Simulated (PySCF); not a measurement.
Compound: C7H15P.
Atom-mapped SMILES: `[CH2:1]=[CH:2][P:3]([CH3:4])([CH3:5])([CH3:6])[CH:7]=[CH2:8]` (hydrogens: H9, H10 on C1; H11 on C2; H12, H13, H14 on C4; H15, H16, H17 on C5; H18, H19, H20 on C6; H21 on C7; H22, H23 on C8)

The same species was optimised twice, with GFN2-xTB and with PBE0-D3(BJ)/def2-SVP (PySCF), and the same property calculations (PySCF, gas phase) were run on both structures.

```
     coordinate  GFN2-xTB  PBE0-D3(BJ)/def2-SVP  change
      P3–C6 (Å)     1.976                 1.993  +0.017
      C7=C8 (Å)     1.321                 1.333  +0.012
      C1=C2 (Å)     1.321                 1.333  +0.012
      P3–C4 (Å)     1.946                 1.935  -0.011
      C2–P3 (Å)     1.828                 1.837  +0.009
      P3–C7 (Å)     1.829                 1.836  +0.007
      P3–C5 (Å)     1.849                 1.857  +0.008
   C4–P3–C6 (°)     177.6                 179.4    +1.8
   C4–P3–C7 (°)      91.5                  92.9    +1.4
   C5–P3–C6 (°)      89.6                  88.2    -1.4
   C2–P3–C7 (°)     118.0                 116.7    -1.3
   C2–P3–C4 (°)      91.4                  92.7    +1.3
   P3–C7–C8 (°)     123.7                 124.7    +1.0
   C1–C2–P3 (°)     123.9                 124.7    +0.8
   C2–P3–C5 (°)     120.8                 121.3    +0.5
C1–C2–P3–C4 (°)        69                    59     -10
C2–P3–C7–C8 (°)      -161                  -153      +8
```

Rotational constants: A = 2237, B = 1315, C = 1197 MHz (GFN2-xTB) against A = 2162, B = 1308, C = 1189 MHz (PBE0-D3(BJ)/def2-SVP).

On the GFN2-xTB structure: HOMO (eV) -5.68 [PBE0/pcSseg-1]; LUMO (eV) -0.11 [PBE0/pcSseg-1]; dipole (D) 0.28 [PBE0/pcSseg-1]; GIAO shielding of C1/C8 (mean) (ppm) 64.4 [PBE0/pcSseg-1]; GIAO shielding of C2/C7 (mean) (ppm) 36.7 [PBE0/pcSseg-1]; GIAO shielding of P3 (ppm) 463.5 [PBE0/pcSseg-1]; GIAO shielding of C4 (ppm) 150.0 [PBE0/pcSseg-1]; GIAO shielding of C5 (ppm) 159.3 [PBE0/pcSseg-1]; GIAO shielding of C6 (ppm) 154.4 [PBE0/pcSseg-1].

Task: What do these properties become on the PBE0-D3(BJ)/def2-SVP structure?

Result: 
| property | level | on GFN2-xTB | on PBE0-D3(BJ)/def2-SVP | change |
| --- | --- | --- | --- | --- |
| HOMO (eV) | PBE0/pcSseg-1 | -5.68 | -5.73 | -0.05 |
| LUMO (eV) | PBE0/pcSseg-1 | -0.11 | -0.31 | -0.20 |
| dipole (D) | PBE0/pcSseg-1 | 0.28 | 0.25 | -0.03 |
| energy, GFN2-xTB geometry as zero (kcal/mol) | PBE0/pcSseg-1 | 0.0 | -1.0 | -1.0 |
| GIAO shielding of C1/C8 (mean) (ppm) | PBE0/pcSseg-1 | 64.4 | 56.8 | -7.6 |
| GIAO shielding of C2/C7 (mean) (ppm) | PBE0/pcSseg-1 | 36.7 | 33.3 | -3.4 |
| GIAO shielding of P3 (ppm) | PBE0/pcSseg-1 | 463.5 | 467.3 | +3.8 |
| GIAO shielding of C4 (ppm) | PBE0/pcSseg-1 | 150.0 | 152.4 | +2.4 |
| GIAO shielding of C5 (ppm) | PBE0/pcSseg-1 | 159.3 | 156.4 | -2.9 |
| GIAO shielding of C6 (ppm) | PBE0/pcSseg-1 | 154.4 | 150.9 | -3.5 |

The heavy atoms differ by 0.082 Å rms after alignment. Among bonds between heavy atoms P3–C6 changes most (+0.017 Å). Changes are differences of the printed values. Neither structure is proved a minimum here.

Shape of the structure used: `[CH2:1]=[CH:2][P:3]([CH3:4])([CH3:5])([CH3:6])[CH:7]=[CH2:8]`: C1–C2–P3–C4 59°, C2–P3–C7–C8 -153°.
